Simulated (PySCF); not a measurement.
Compound: C5H9NO2Si.
Bonds: O1–C2, C2–C3 (aromatic), C3–N4 (aromatic), N4–C5 (aromatic), C5–C6, C6–C7, C7–Si8, C5–O9 (aromatic), C2–O9 (aromatic). Hydrogens: H10 on O1; H11 on C3; H12, H13 on C6; H14, H15 on C7; H16, H17, H18 on Si8.

NICS is the negative of the GIAO shielding at a point without a nucleus: at the ring centre (0) and 1 Å above and below it (1); zz is the component along the ring normal. Level: GIAO PBE0/pcSseg-1 (PySCF, non-relativistic, gas phase) on the GFN2-xTB geometry, one conformer.

Ring bond lengths (Å), with Mayer bond orders in brackets: C2–C3 1.359 (1.60), C3–N4 1.371 (1.24), N4–C5 1.288 (1.72), C5–O9 1.363 (0.99), O9–C2 1.355 (1.04).

Q: Give the NICS values of each ring in ppm.

A: 
| ring | type | NICS(0) | NICS(1), two faces | NICS(1)zz, two faces | rms pucker (Å) | centre to ring atoms, mean (Å) |
| --- | --- | --- | --- | --- | --- | --- |
| C2–C3–N4–C5–O9 | 5-membered ring with N and O; formal bonds all aromatic | -10.1 | -8.4 / -8.5 | -21.6 / -20.6 | 0.00 | 1.15 |

Q: What do they say, and how far can they be read as aromaticity?

A: 
- C2–C3–N4–C5–O9: mean NICS(1)zz -21.1 ppm, shielded. For a flat ring without four-coordinate atoms the NICS criterion counts such a value as aromatic.

Q: And the bond-length index? Use HOMA with the parameters of Krygowski (1993).

A: 
- C2–C3–N4–C5–O9: HOMA 0.33; the largest term is that of C5–O9, α(R − Ropt)² = 1.52.

Q: What field does 1 T along the ring normal induce along that normal at the first NICS(1) probe listed for ring C2–C3–N4–C5–O9, 1 Å off the ring?

A: NICSzz × B0 = -21.6 ppm × 1 T = -22 μT, against the applied field.

Hardware: one thread, AMD EPYC 9B45 (x86_64), shared host. Cost: 21 s wall, 0.92 GiB resident at most. This is the whole shielding run at PBE0/pcSseg-1, SCF included.

Shape of the structure used: `[OH:1][c:2]1[cH:3][n:4][c:5]([CH2:6][CH2:7][SiH3:8])[o:9]1`: N4–C5–C6–C7 -102°, C5–C6–C7–Si8 -57°, H–O1–C2–C3 178°.
